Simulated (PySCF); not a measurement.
# Spin-rotation constants: C5H5AlFN

Cartesian coordinates in Å; atom numbers follow the order of the lines, from 1:
```xyz
13

C    -3.096    2.761    1.780
C    -3.091    2.138    0.752
C    -3.161    1.417   -0.451
F    -4.401    1.208   -1.001
C    -2.088    0.946   -1.057
N    -1.076    0.536   -1.563
Al    0.315   -0.184   -2.450
C     0.396   -2.093   -2.975
H    -3.083    3.303    2.678
H     1.367    0.885   -2.757
H     1.232   -2.321   -3.644
H    -0.522   -2.392   -3.495
H     0.486   -2.763   -2.112
```

Method: PySCF 2.14.0, GIAO wB97X-D/pcseg-1 magnetisability, rotational g tensor and spin-rotation constants, non-relativistic, gas phase. Geometry: GFN2-xTB.

The bonding changed while the geometry was optimised; results refer to the coordinates, not to the name.

(1) Give the nuclear spin-rotation constants along the inertial axes (H = +C I·J) beside the isotropic shieldings.

Answers

(1) Rotational constants 4.1007, 0.6210, 0.5636 GHz. A star marks the isotopologue with that one atom substituted, in its own axes.
| atom | isotope | Caa (kHz) | Cbb (kHz) | Ccc (kHz) | mean (kHz) | σ (ppm) |
| --- | --- | --- | --- | --- | --- | --- |
| F4 | 19F | -6.311 | 0.349 | 0.318 | -1.881 | 496.0 |
| N6 | 14N | 1.124 | 0.047 | 0.087 | 0.419 | -56.9 |
| Al7 | 27Al | 3.602 | 0.369 | 0.328 | 1.433 | 358.4 |
| H9 | 1H | 0.074 | -0.029 | -0.064 | -0.006 | 26.1 |
| H10 | 1H | -0.275 | -0.019 | -0.013 | -0.103 | 26.7 |
| H11 | 1H | 0.005 | -0.072 | -0.062 | -0.043 | 31.6 |
| H12 | 1H | -0.455 | 0.000 | -0.065 | -0.173 | 31.7 |
| H13 | 1H | -0.464 | -0.068 | -0.002 | -0.178 | 31.6 |
| C1 | 13C* | 1.466 | 0.119 | 0.177 | 0.587 | 71.2 |
| C2 | 13C* | 0.476 | 0.119 | 0.171 | 0.255 | 128.0 |
| C3 | 13C* | 1.933 | 0.125 | 0.113 | 0.724 | 69.8 |
| C5 | 13C* | 1.918 | 0.246 | 0.239 | 0.801 | -20.3 |
| C8 | 13C* | 0.393 | 0.054 | 0.049 | 0.166 | 202.4 |

For the geometry as given, no vibrational averaging.
